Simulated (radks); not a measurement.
Numerical settings for the erbium ion Er3+, [Xe] 4f11. Method: scalar-relativistic Kohn-Sham, PBE, spin-unpolarised, spherical densities, finite nucleus; Fermi nuclear charge, rms radius 5.2516 fm; computed with a radial shooting solver on a logarithmic mesh with Libxc functionals. The defaults (mesh step 0.008 in ln r, mesh end at 40 bohr or more with all orbitals vanishing there, Anderson mixing 0.5 over 9 steps, residual threshold near 1e-9 with the energy settled to 1e-9 hartree or 1e-11 of itself, here a cap of 63 iterations) give E = -13083.3972 hartree and 4f at -35.442 eV in 15 iterations. Run on one thread of a shared host, so times are rough (Arm Neoverse N1): 0.18 s of CPU time, 0.18 s wall, 15 iterations on 2213 mesh points. Changes against that run (0 stands for a change within the tolerance of the run):

| setting | iterations | converged | E (mhartree) | e(4f) (meV) | CPU (s) |
|---|---|---|---|---|---|
| mesh step in ln r 0.12 | 4 | no | diverged | - | 0.01 |
| mesh step in ln r 0.08 | 2 | no | diverged | - | 0.01 |
| mesh step in ln r 0.012 | 15 | yes | 0 | 0 | 0.13 |
| mesh end (bohr) 12 | 15 | yes | 0 | 0 | 0.17 |
| mesh end (bohr) 3 | 15 | yes | +281 | +3.56e+03 | 0.16 |
| residual threshold 0.01 | 11 | yes | 0 | +0.192 | 0.15 |
| residual threshold 1e-05 | 11 | yes | 0 | +0.192 | 0.15 |
| mixing 1.5 | 16 | yes | 0 | 0 | 0.18 |
| linear mixing, mixing 0.8 | 63 | no | +4.59e+04 | -2.73e+05 | 1.1 |
| linear mixing, mixing 0.5 | 35 | yes | 0 | 0 | 0.33 |
| mixing history 3 | 17 | yes | 0 | 0 | 0.19 |
| iteration cap 5 | 5 | no | +6.05 | +652 | 0.07 |

Settings that end as converged yet miss the energy by more than 1 mhartree: mesh end (bohr) 3 (+0.281 hartree). A mesh that ends early acts as a hard wall.
